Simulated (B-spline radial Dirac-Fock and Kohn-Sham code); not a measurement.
# Dy²⁺ in Watson spheres of different radius

Level of theory: multi-electron Dirac-Fock with separately optimised hole states, Breit and Lamb-shift corrections added in first order; a B-spline atomic structure program. The ion, [Xe] 4f10, sits in a hollow sphere of charge Q = -2, a simple model of the Madelung potential. Inside the sphere an electron's potential energy is raised by the constant 14.40·|Q|/R eV, so binding energies fall by about that much as long as the orbitals stay inside.

| radius (Å) | 14.40 |Q|/R (eV) | 1s (eV) | 2s (eV) | 2p1/2 (eV) | 2p3/2 (eV) | 3s (eV) | 3p1/2 (eV) | 3p3/2 (eV) | 3d3/2 (eV) | 3d5/2 (eV) | 4s (eV) | 4p1/2 (eV) | 4p3/2 (eV) | 4d3/2 (eV) | 4d5/2 (eV) | 4f (eV) | 5s (eV) | 5p1/2 (eV) | 5p3/2 (eV) |
| --- | --- | --- | --- | --- | --- | --- | --- | --- | --- | --- | --- | --- | --- | --- | --- | --- | --- | --- | --- |
| 1.6 | 18.00 | 53785.2 | 9052.2 | 8580.4 | 7789.4 | 2049.0 | 1844.6 | 1677.7 | 1330.8 | 1295.3 | 420.9 | 339.3 | 302.3 | 167.2 | 160.6 | 2.92 | 53.92 | 29.58 | 24.85 |
| 1.8 | 16.00 | 53787.1 | 9054.0 | 8582.3 | 7791.3 | 2050.9 | 1846.5 | 1679.6 | 1332.7 | 1297.2 | 422.8 | 341.2 | 304.2 | 169.1 | 162.5 | 4.82 | 55.84 | 31.49 | 26.76 |

From the smallest to the largest radius 1s moves by +1.9 eV, while the constant potential alone would give +2.0 eV; the difference comes from charge outside the sphere and its screening.

Values without a named source are computed, but for edge energies of neutral atoms, which are taken from tables.
